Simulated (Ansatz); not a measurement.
A search over several starts for the lowest SCF solution of the cluster GaSb2 at the given spin, in a small basis.

```yaml
crystal:
  periodic: [false, false, false]
  atoms:
    - {symbol: Ga, position_ang: [-0.772481, 0.487579, 1.205984]}
    - {symbol: Sb, position_ang: [0.435396, 1.064568, -1.100564]}
    - {symbol: Sb, position_ang: [0.337075, -1.552138, -0.105421]}
basis:
  gaussian: {orbitals: def2-SVP, initial_orbitals: start.molden}
magnetization: {spin_polarized: true, initial_magnetization: 3}
hamiltonian: {xc: pbe0, dispersion: d4}
output: {orbitals: {seedname: orbitals}}
```

The file start.molden holds the orbitals of an earlier run on this structure, at another level or in another basis.

```sh
$ ansatz run in.yaml --threads 4 --pin off --events-out ev --progress --plain --max-ram 3916MiB
```

Output, abridged:

```
Functional definition: PBE0
987 factors; integrals over basis functions are off by at most 2.1e-4 eV
mean field evaluation 1: about -65439.8412 eV, gradient 2.5e1 eV
mean field evaluation 2: about -65440.0120 eV, gradient 3.3e-1 eV
mean field evaluation 4: about -65440.0395 eV, gradient 3.6e-3 eV
mean field evaluation 8: about -65439.3317 eV, gradient 1.2e1 eV
mean field evaluation 16: about -65440.0394 eV, gradient 1.1e-2 eV
mean field evaluation 32: about -65439.5277 eV, gradient 2.8e0 eV
mean field -65440.03945184 eV, -2404.8770930031 hartree, gradient 3.3e-5 eV, S^2 3.774122; 6 other end points of the search recorded, 0 dependent functions left out
reference -65440.03947305 eV, -2404.8770937828 hartree; 40, 37 occupied and 44, 47 virtual orbitals, 987 factors
Total energy: -65440.16557249 eV, -2404.8817278517 hartree
```

It took 3.1 s on 4 threads of Arm Neoverse V2 on a shared host.

In the def2 sets Sb takes a core potential; there is no spin–orbit coupling. At PBE0-D4/def2-TZVP a doublet of charge 0 lies 0.77 eV below the quartet, each at its own geometry. The structure comes from a short search, and lower isomers may exist.
